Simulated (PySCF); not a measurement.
Peak assignment

Atom-mapped SMILES (the numbers label the heavy atoms): `[CH:1]#[C:2][CH:3]=[C:4]=[CH:5][CH2:6][CH:7]=[CH2:8]`. Hydrogens are named by the atom that carries them. Ha(C8) is cis to C6; Hb(C8) is trans to C6.

Computational details: PBE0/pcSseg-1 with gauge-including orbitals, coordinates at the GFN2-xTB level, in PySCF 2.14 (no solvent model, non-relativistic Hamiltonian, fast rotation and ring inversion assumed for equivalent nuclei, a single conformation).

Scale: ¹³C (186.93 ppm), ¹H (31.72 ppm) against TMS (reference shieldings calculated alike).

(1) Assign these signals to the numbered atoms. ¹³C{¹H} NMR (computed): δ 229.2 (C), 146.3 (CH), 122.6 (CH2), 98.6 (CH), 89.5 (CH), 80.4 (C), 79.5 (CH), 41.5 (CH2).

(2) Assign these signals to the numbered atoms. ¹H NMR (600 MHz, computed): δ 6.03 (m, 1H), 5.55 (m, 1H), 5.49 (m, 1H), 5.46 (m, 1H), 5.33 (m, 1H), 2.92 (m, 2H), 2.60 (d, 1H).

Answers

(1) 
229.2 → C4, central carbon of an allene: the central sp carbon of an allene is among the most deshielded carbons of hydrocarbons
146.3 → C7, alkene CH: an sp2 carbon of a C=C bond
122.6 → C8, terminal =CH2 carbon: the olefinic region
98.6 → C5, terminal carbon of a cumulated C=C=C unit
89.5 → C1, terminal alkyne carbon: sp carbons lie upfield of alkene carbons because the cylindrical π system leaves one tensor component strongly shielded
80.4 → C2, alkyne carbon: sp carbons lie upfield of alkene carbons because the cylindrical π system leaves one tensor component strongly shielded
79.5 → C3, terminal carbon of a cumulated C=C=C unit
41.5 → C6, allylic sp3 CH2: saturated and bonded to C and H only

C2 and C3 lie closer than the usual error of such a calculation, so a measured spectrum could show them in the other order.

(2) 
| δ (ppm) | atoms | environment | reason |
| --- | --- | --- | --- |
| 6.03 | H(C7) | hydrogen on an alkene CH | attached to an sp2 carbon and in the plane of the double bond |
| 5.55 | H(C3) | hydrogen on a terminal carbon of a cumulated C=C=C unit | a vinylic proton, deshielded by the sp2 carbon and the C=C anisotropy |
| 5.49 | H(C5) | hydrogen on a terminal carbon of a cumulated C=C=C unit | – |
| 5.46 | Ha(C8) | hydrogen on a terminal =CH2 carbon | a vinylic proton, deshielded by the sp2 carbon and the C=C anisotropy |
| 5.33 | Hb(C8) | hydrogen on a terminal =CH2 carbon | – |
| 2.92 | H(C6) | hydrogen on an allylic sp3 CH2 | allylic position |
| 2.60 | H(C1) | hydrogen on a terminal alkyne carbon | it lies on the axis of the triple bond, in its shielding cone |

H(C3) and H(C5); H(C5) and Ha(C8) lie closer than the usual error of such a calculation, so a measured spectrum could show them in the other order.

Shifts are as computed. Against solution values, carbons near 30 ppm lie about +3 ppm off and those near 130 ppm about +5 ppm. Of 1211 compounds with measured shifts, 218 miss one by over three times the rms of a fit or turn the order of signals round; such compounds aren't used in these exercises. Multiplicities follow the n + 1 count of equivalent neighbours, as no J values were calculated; m marks all less simple cases, F and P coupling included.
